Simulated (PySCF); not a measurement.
Species: C3H16Si4.
SMILES with atom numbers: `[CH3:1][CH:2]([CH3:3])[SiH2:4][SiH2:5][SiH2:6][SiH3:7]` (hydrogens: H8, H9, H10 on C1; H11 on C2; H12, H13, H14 on C3; H15, H16 on Si4; H17, H18 on Si5; H19, H20 on Si6; H21, H22, H23 on Si7)

The same species was optimised twice, with GFN2-xTB and with PBE0-D3(BJ)/def2-SVP (PySCF), and the same property calculations (PySCF, gas phase) were run on both structures.

```csv
coordinate,GFN2-xTB,PBE0-D3(BJ)/def2-SVP,change
Si6–Si7 (Å),2.313,2.346,+0.033
Si4–Si5 (Å),2.316,2.348,+0.032
Si5–Si6 (Å),2.329,2.347,+0.018
C2–Si4 (Å),1.914,1.901,-0.013
C1–C2 (Å),1.525,1.528,+0.003
C2–C3 (Å),1.526,1.527,+0.001
Si4–Si5–Si6 (°),114.8,106.5,-8.3
Si5–Si6–Si7 (°),114.7,108.1,-6.6
C1–C2–C3 (°),110.1,112.1,+2.0
C2–Si4–Si5 (°),108.8,109.5,+0.7
C1–C2–Si4 (°),111.8,111.3,-0.5
C3–C2–Si4 (°),111.0,111.3,+0.3
C1–C2–Si4–Si5 (°),-173,-177,-4
C2–Si4–Si5–Si6 (°),31,45,+14
Si4–Si5–Si6–Si7 (°),59,54,-5
```

Rotational constants: A = 1410, B = 618.0, C = 538.2 MHz (GFN2-xTB) against A = 1387, B = 657.7, C = 575.7 MHz (PBE0-D3(BJ)/def2-SVP). Point groups within 0.08 Å: C1 and C1.

On the GFN2-xTB structure: HOMO (eV) -7.94 [PBE0/pcSseg-1]; LUMO (eV) -0.49 [PBE0/pcSseg-1]; dipole (D) 0.65 [PBE0/pcSseg-1]; GIAO shielding of C1/C3 (mean) (ppm) 163.3 [PBE0/pcSseg-1]; GIAO shielding of C2 (ppm) 169.8 [PBE0/pcSseg-1]; GIAO shielding of Si4 (ppm) 408.3 [PBE0/pcSseg-1]; GIAO shielding of Si5 (ppm) 479.3 [PBE0/pcSseg-1]; GIAO shielding of Si6 (ppm) 478.3 [PBE0/pcSseg-1]; GIAO shielding of Si7 (ppm) 464.8 [PBE0/pcSseg-1].

Problem. What do these properties become on the PBE0-D3(BJ)/def2-SVP structure?

Solution. 
```tsv
property	level	on GFN2-xTB	on PBE0-D3(BJ)/def2-SVP	change
HOMO (eV)	PBE0/pcSseg-1	-7.94	-7.77	+0.17
LUMO (eV)	PBE0/pcSseg-1	-0.49	-0.19	+0.30
dipole (D)	PBE0/pcSseg-1	0.65	0.85	+0.20
energy, GFN2-xTB geometry as zero (kcal/mol)	PBE0/pcSseg-1	0.0	-4.0	-4.0
GIAO shielding of C1/C3 (mean) (ppm)	PBE0/pcSseg-1	163.3	162.4	-0.9
GIAO shielding of C2 (ppm)	PBE0/pcSseg-1	169.8	171.4	+1.6
GIAO shielding of Si4 (ppm)	PBE0/pcSseg-1	408.3	407.1	-1.2
GIAO shielding of Si5 (ppm)	PBE0/pcSseg-1	479.3	469.5	-9.8
GIAO shielding of Si6 (ppm)	PBE0/pcSseg-1	478.3	469.5	-8.8
GIAO shielding of Si7 (ppm)	PBE0/pcSseg-1	464.8	457.0	-7.8
```

The heavy atoms differ by 0.188 Å rms after alignment. Among bonds between heavy atoms Si4–Si5 and Si6–Si7 change most and about equally (+0.032 to +0.033 Å). Changes are differences of the printed values. Neither structure is proved a minimum here.

Conformer computed: `[CH3:1][CH:2]([CH3:3])[SiH2:4][SiH2:5][SiH2:6][SiH3:7]`: C1–C2–Si4–Si5 -177°, C2–Si4–Si5–Si6 45°, Si4–Si5–Si6–Si7 54°.
